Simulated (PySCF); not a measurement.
## Potential energy of AgS along the bond

Set-up: Ag x2c-TZVPPall, S x2c-TZVPPall; spin-free X2C with a Gaussian nucleus (PySCF 2.14). Energies in eV from Ag (4d10 5s1) + S in their ground configurations at the same level. State: ²Π (doublet), unpaired electrons π ↑.

All columns are PBE. A positive dipole means Ag(−)S(+).

```json
{"R (Å)": "1.981", "E (eV)": "-1.754", "μ (D)": "-3.30", "Mulliken charge on Ag (basis-dependent)": "0.32", "HOMO (eV)": "-5.26", "LUMO (eV)": "-5.00", "Mayer bond order": "1.69", "⟨S²⟩": "0.75"}
{"R (Å)": "2.073", "E (eV)": "-2.169", "μ (D)": "-3.44", "Mulliken charge on Ag (basis-dependent)": "0.30", "HOMO (eV)": "-5.24", "LUMO (eV)": "-4.96", "Mayer bond order": "1.57", "⟨S²⟩": "0.75"}
{"R (Å)": "2.165", "E (eV)": "-2.380", "μ (D)": "-3.56", "Mulliken charge on Ag (basis-dependent)": "0.28", "HOMO (eV)": "-5.22", "LUMO (eV)": "-4.91", "Mayer bond order": "1.46", "⟨S²⟩": "0.76"}
{"R (Å)": "2.234", "E (eV)": "-2.445", "μ (D)": "-3.65", "Mulliken charge on Ag (basis-dependent)": "0.28", "HOMO (eV)": "-5.20", "LUMO (eV)": "-4.88", "Mayer bond order": "1.38", "⟨S²⟩": "0.76"}
{"R (Å)": "2.303", "E (eV)": "-2.453", "μ (D)": "-3.74", "Mulliken charge on Ag (basis-dependent)": "0.27", "HOMO (eV)": "-5.18", "LUMO (eV)": "-4.84", "Mayer bond order": "1.32", "⟨S²⟩": "0.76"}
{"R (Å)": "2.372", "E (eV)": "-2.418", "μ (D)": "-3.83", "Mulliken charge on Ag (basis-dependent)": "0.27", "HOMO (eV)": "-5.16", "LUMO (eV)": "-4.81", "Mayer bond order": "1.26", "⟨S²⟩": "0.76"}
{"R (Å)": "2.464", "E (eV)": "-2.327", "μ (D)": "-3.95", "Mulliken charge on Ag (basis-dependent)": "0.27", "HOMO (eV)": "-5.12", "LUMO (eV)": "-4.76", "Mayer bond order": "1.20", "⟨S²⟩": "0.76"}
{"R (Å)": "2.579", "E (eV)": "-2.165", "μ (D)": "-4.10", "Mulliken charge on Ag (basis-dependent)": "0.28", "HOMO (eV)": "-5.08", "LUMO (eV)": "-4.70", "Mayer bond order": "1.14", "⟨S²⟩": "0.76"}
{"R (Å)": "2.717", "E (eV)": "-1.937", "μ (D)": "-4.27", "Mulliken charge on Ag (basis-dependent)": "0.28", "HOMO (eV)": "-5.02", "LUMO (eV)": "-4.63", "Mayer bond order": "1.08", "⟨S²⟩": "0.76"}
{"R (Å)": "2.902", "E (eV)": "-1.616", "μ (D)": "-4.48", "Mulliken charge on Ag (basis-dependent)": "0.28", "HOMO (eV)": "-4.95", "LUMO (eV)": "-4.55", "Mayer bond order": "1.03", "⟨S²⟩": "0.77"}
```

A fit through these points gives, at Re = 2.279 Å, μ = -3.71 D and dμ/dR = -1.28 D/Å; the reduced mass is 24.61 u.

**Question.** How strong is the fundamental in the double-harmonic approximation, I = 42.26·(dμ/dR)²/μred km/mol?

**Answer.** I = 42.26·(-1.28)²/24.61 = 2.81 km/mol at PBE.

Spin–orbit coupling is left out, which matters for elements this heavy, above all for dissociation energies. With d or f electrons several states lie close, and the lowest PBE0 determinant need not be the measured ground state.
